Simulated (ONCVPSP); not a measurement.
## platinum (Pt): one change to an ONCV potential, before and after

- Element: platinum (Pt)
- Generator: ONCVPSP 4.0.1
- Type: optimised norm-conserving Vanderbilt (ONCV)
- Functional: PBE
- Relativity: scalar-relativistic
- Frozen core: [Kr] 4d10 4f14
- Valence charge: 18
- Reference configuration: 5s2 5p6 5d9 6s1
- Partial waves: 5s+6s: rc 1.60 bohr, ncon 4, nbas 8, qcut 9 1/bohr, 2 projectors; 5p: rc 1.85 bohr, ncon 4, nbas 8, qcut 6.2 1/bohr, 2 projectors, debl 2.1 Ha; 5d: rc 1.70 bohr, ncon 4, nbas 9, qcut 8 1/bohr, 3 projectors, debl 2.9 Ha
- Local potential: polynomial inside 1.55 bohr (lpopt 5, dvloc0 4 Ha)
- Core correction: none

Change: functional PBEsol; p: rc 1.6, qcut 7.2.

Cutoffs: the cutoffs (Ha) at which the residual kinetic energy of the hardest occupied pseudo-wave falls to 1 and 0.1 mHa per electron; they do not see the model core or the augmentation charge, which bear on the density cutoff. Errors are all-electron minus pseudo energies relative to the spin-unpolarised reference configuration.

**Question.** Predict the effect on cutoff, ghosts and configuration errors.

**Answer.** The potential gets neither clearly harder nor softer (26 Ha and 31 Ha → 26 Ha and 31 Ha); of the 4 tests that both files solve, the error grows in 3 and shrinks in 0 by more than 15 % and 0.3 meV (median size 9.6 → 12.4 meV); neither file shows a bound ghost.

| quantity | base | changed |
| --- | --- | --- |
| cutoff, loose | 26 Ha | 26 Ha |
| cutoff, tight | 31 Ha | 31 Ha |
| loose cutoff by channel | s 26 Ha, p 15 Ha, d 20 Ha | s 26 Ha, p 14 Ha, d 20 Ha |
| bound ghosts | none | none |
| GHOST(+) flags under 300 eV | none | none |
| error for 5s2 5p6 5d9 6s0, meV [ΔE 9.19 → 9.23 eV] | -4.1 | -4.3 |
| error for 5s2 5p6 5d8 6s0, meV [ΔE 29.16 → 29.22 eV] | -5.4 | -6.9 |
| error for 5s2 5p6 5d7 6s0, meV [ΔE 61.38 → 61.47 eV] | -14 | -18 |
| error for 5s2 5p6 5d6 6s0, meV [ΔE 107.03 → 107.16 eV] | -35 | -42 |
| s: phases at 1.62 bohr within 0.05 rad from the reference energy up to (Ha; the scan ends near 5) | to the end of the scan | to the end of the scan |
| d: phases at 1.72 bohr within 0.05 rad from the reference energy up to (Ha; the scan ends near 5) | to the end of the scan | to the end of the scan |
